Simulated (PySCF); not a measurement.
**An isoelectronic set: 70 electrons**

PBE in PySCF with def2-SVP on every atom (core potentials on Rb, Sr, Sb, Te, Cs), for the lowest determinant that a PBE0 search found; no spin–orbit coupling. All have 70 electrons, 6 of them in the valence shells, and the same state, a triplet (π ↑↑). For ions De leads to the atom and ion picked by measured ionisation energies and electron affinities.

```
species  difference of nuclear charges  Re (Å)  ωe (cm⁻¹)  k (mdyn/Å)  De (eV)  dissociates to  Mayer bond order
   RbAs                              4   3.307        125       0.368     1.25         Rb + As              0.96
    KSb                             32   3.360        135       0.318     1.20          K + Sb              0.92
    CsP                             40   3.357        159       0.372     1.34          Cs + P              0.99
  RbSe⁺                              3   3.637       72.0       0.126     0.39        Rb⁺ + Se              0.19
  SrAs⁺                              5   2.940        183       0.802     1.58        Sr⁺ + As              1.42
  CaSb⁺                             31   2.969        212       0.794     1.75        Ca⁺ + Sb              1.54
   KTe⁺                             33   3.681       84.0       0.124     0.46         K⁺ + Te              0.30
   CsS⁺                             39   3.738       83.9       0.107     0.35         Cs⁺ + S              0.21
```

Weak bonds: CsS⁺, KTe⁺, RbSe⁺. Basis-set superposition, not corrected here, can be much of De in a small basis, most of all at correlated wavefunction levels. Functionals without a dispersion term scatter widely for such bonds, and LDA overbinds them. These are scalar-relativistic numbers at best; spin–orbit coupling would shift them, the dissociation energy most. For an ion De counts to the pair picked by the measured ionisation energies or electron affinities, which need not be the lowest pair at this level. States were picked by a PBE0 search and need not be the measured ground states.
